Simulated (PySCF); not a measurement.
C$_{2}$H$_{4}$O$_{2}$, triplet, geometry from GFN2-xTB (a higher spin typed on purpose: for a closed-shell molecule this is an excited state), atoms displaced at random by about 0.03 Å a coordinate. Base run: PBE/6-31G, gradient run with PySCF.

Here is a job for PySCF.
```python
from pyscf import gto, scf, dft

mol = gto.M(
    atom='''
C    -1.400366   -0.195185    0.340098
O    -0.155822   -0.832342    0.121210
C     0.984655   -0.042349    0.003136
O     0.969436    1.023546   -0.667018
H    -1.515184    0.576051   -0.366092
H    -2.170832   -1.065890    0.293380
H    -1.456333    0.208244    1.349776
H     1.328073    0.277163    1.024469
''',
    basis='6-31g',
    charge=0,
    spin=2,
    verbose=4,
)

mf = dft.UKS(mol)
mf.xc = 'pbe'
mf.kernel()
g = mf.nuc_grad_method()
grad = g.kernel()
```

The coordinate followed is z of atom 3.

Each row names what was changed in the base input (with any setting that the change needs).

| change | dE/dx (Eh/bohr) | net force (Eh/bohr) |
|---|---|---|
| base | -0.034669 | 0.000071 |
| finite difference step (bohr) = 0.05; conv_tol = 1e-11 | -0.034347 | - |
| conv_tol = 1e-4 | -0.034733 | 0.000071 |
| conv_tol = 1e-11 | -0.034669 | 0.000071 |
| grids.level = 1; grid_response = off | -0.034681 | 0.000406 |
| grids.level = 0; grid_response = on | -0.033885 | 0.000000 |
| density fitting = on | -0.034679 | 0.000071 |
| grids.level = 0; grid_response = off | -0.032861 | 0.007093 |
| grid_response = on | -0.034660 | 0.000000 |
| grids.level = 5; grid_response = on | -0.034659 | 0.000000 |
| density fitting = on; auxbasis_response = off | -0.034126 | 0.001419 |
| finite difference step (bohr) = 1e-3; conv_tol = 1e-11 | -0.034660 | - |

The net force is zero for an exact gradient.

Open shells are given as the SCF converged; they aren't shown to be the lowest states, and a large step between rows can be another state.
